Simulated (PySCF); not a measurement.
## Levels of Bi⁵⁴⁺ from EOM-EA-GCCSD

Reference: closed-shell Bi⁵⁵⁺, [Ar] 3d10; one electron is added. Calculated with PySCF 2.14, two-component X2C-1e with screened spin-orbit coupling, an even-tempered Gaussian basis (17 s from 5.5 bohr⁻², ratio 2.6; 15 p from 7.2 bohr⁻², ratio 2.6; 10 d from 7.2 bohr⁻², ratio 2.6; 5 f from 7.3 bohr⁻², ratio 2.8); frozen [Ar]; the 96 highest virtual spinors dropped; of the others 70 kept and the rest restored at second order. No Breit or QED terms. Binding energies in eV.

```tsv
level	Koopmans	second order	EOM-CCSD
4s1/2	3399.0	3400.5	3400.4
4p1/2	3277.2	3278.7	3278.7
4p3/2	3084.8	3086.1	3086.0
```

Electric-dipole lines between these computed levels:

```tsv
lower	upper	ΔE (eV)	vacuum wavelength (nm)
4s1/2	4p1/2	121.72	10.19
4s1/2	4p3/2	314.41	3.943
```

For comparison, the ionisation energy of Bi⁵⁴⁺ is 3401.8 ± 2.4 eV (semi-empirical (NIST evaluation); NIST Atomic Spectra Database, ionization energies).
